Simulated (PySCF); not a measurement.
Dipole response of I⁺ (iodine, charge +1)

[Kr] 4d10 5s2 5p4, high-spin 3P determinant. Computed with PySCF 2.14 in aug-cc-pVTZ-DK3 (8s7p5d2f, 68 functions), with the spin-free X2C one-electron Hamiltonian (Gaussian nucleus). Coupled (time-dependent) response in atomic units; α is the mean over directions.

| method | mean α (bohr³) | α xx, yy, zz | C₆ (like pair) | S(−4) |
| --- | --- | --- | --- | --- |
| UHF | 20.10 | 19.73, 20.83, 19.73 | 169.8 | 73.21 |
| PBE | 20.67 | 20.07, 21.88, 20.07 | 175.0 | 80.93 |
| PBE0 | 20.29 | 19.77, 21.33, 19.77 | 171.2 | 76.29 |
| TPSSh | 20.38 | 19.84, 21.46, 19.84 | 173.3 | 76.22 |
| r2SCANh | 20.19 | 19.68, 21.20, 19.68 | 175.0 | 70.59 |

S(−4) is the Cauchy moment in α(ω) = α(0) + S(−4) ω² + …

Spin-orbit coupling is absent.

α(iu) at TPSSh:

| u (hartree) | α(iu) (bohr³) |
| --- | --- |
| 0 | 20.38 |
| 0.0500 | 20.19 |
| 0.100 | 19.65 |
| 0.200 | 17.78 |
| 0.300 | 15.42 |
| 0.500 | 11.02 |
| 0.750 | 7.293 |
| 1.00 | 5.083 |
| 1.50 | 2.871 |
| 2.00 | 1.867 |
| 3.00 | 0.9946 |
| 5.00 | 0.4266 |

A single London oscillator, α(iu) = α/(1 + u²/ω²), gives C₆ = (3/4) ω α². Matching the computed C₆ needs ω = 4 × 173.3 / (3 × 20.38²) = 0.556 hartree.

For an ion, C₆ is the dispersion term alone; charge-induced terms of lower order in 1/R come first.

The components differ because the open shell of this determinant is not spherical; for a pure term their mean is the scalar polarisability.
